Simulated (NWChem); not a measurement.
**Total energies of disilylmethane (CH8Si2)**

SMILES: [SiH3]C[SiH3]
```xyz
11

Si    -1.5951     0.0000     0.1819
C      0.0000     0.0000    -0.8193
Si     1.5951     0.0000     0.1819
H     -2.7882     0.0000    -0.7199
H     -1.6633    -1.2124     1.0546
H     -1.6633     1.2124     1.0546
H      0.0000     0.8855    -1.4784
H      0.0000    -0.8855    -1.4784
H      1.6633    -1.2124     1.0546
H      1.6633     1.2124     1.0546
H      2.7882     0.0000    -0.7199
```
Charge 0, spin multiplicity 1.

The numbers come from NWChem runs, not from measurements. The geometry was optimised at PBE0/def2-SVP, a minimum by its harmonic frequencies.

Basis set: cc-pVDZ (90 functions).

```json
[
 {"method": "RHF", "total energy (Ha)": "-620.38499"},
 {"method": "MP2", "total energy (Ha)": "-620.74422"},
 {"method": "B2PLYP", "total energy (Ha)": "-621.57004"},
 {"method": "PBE", "total energy (Ha)": "-621.50652"},
 {"method": "B3LYP", "total energy (Ha)": "-621.93269"},
 {"method": "TPSS", "total energy (Ha)": "-621.95700"},
 {"method": "CCSD(T)", "total energy (Ha)": "-620.81668"}
]
```

Total energies of different functionals aren't comparable as a measure of quality: only differences taken within one method are. 

The correlated methods keep 11 core orbitals frozen. B3LYP has NWChem's definition, with VWN1-RPA local correlation. No row is a measurement; the coupled-cluster row has its own basis-set and correlation limits.
